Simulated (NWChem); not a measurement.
System: CH7BO2Si; SMILES COB(O)[SiH3]

NWChem input:

```
start job
memory heap 200 mb stack 900 mb global 1100 mb
geometry units angstroms noautoz
  B      0.645867     0.098465    -0.001006
  O      1.992161    -0.091495     0.000107
  H      2.242978    -1.018617     0.000154
  O      0.243931     1.389580    -0.001765
  C     -1.083272     1.825653    -0.001499
  H     -1.272785     2.440729     0.892420
  H     -1.270634     2.447304    -0.891280
  H     -1.808552     0.992177    -0.005482
  Si    -0.653409    -1.492824    -0.001357
  H     -1.545865    -1.506864    -1.205317
  H     -1.544272    -1.508152     1.203786
  H      0.121476    -2.777966    -0.002493
end
basis spherical
  * library def2-svp
end
dft
  xc mpw1k
  iterations 150
  mulliken
end
task dft energy
```

Geometry: optimised at PBE0/def2-SVP. Not confirmed as a minimum by frequencies.

Q: Predict the main results of this run. (MPW1K/def2-SVP.) Quantities: energy (Ha); highest occupied level (eV); orbital gap (eV); dipole (D).

A: 
```yaml
energy (Ha): -506.87
highest occupied level (eV): -8.93
orbital gap (eV): 9.44
dipole (D): 1.20
```
